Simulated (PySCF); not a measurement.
FH3O2SSi, SMILES [Si](S)(O)(O)F.

Geometry: TPSSh-D3(BJ)/def2-SVP. One conformer was computed; it need not be the lowest.

These are PBE/def2-TZVP (PySCF) values and carry that method's errors.

Isolated molecule, no solvent.

```yaml
total_energy: -939.55515 hartree
highest_occupied_level: -6.63 eV
lowest_empty_level: -0.78 eV
orbital_gap: 5.85 eV
dipole_moment: 1.44 D
quadrupole, principal values (traceless, Buckingham form, about the centre of nuclear charge): -7.49, 0.81, 6.68 D·Å
mean_static_polarisability: 49.0 bohr³ (7.26 Å³)
polarisability_principal_values: 43.3, 45.1, 58.5 bohr³
```
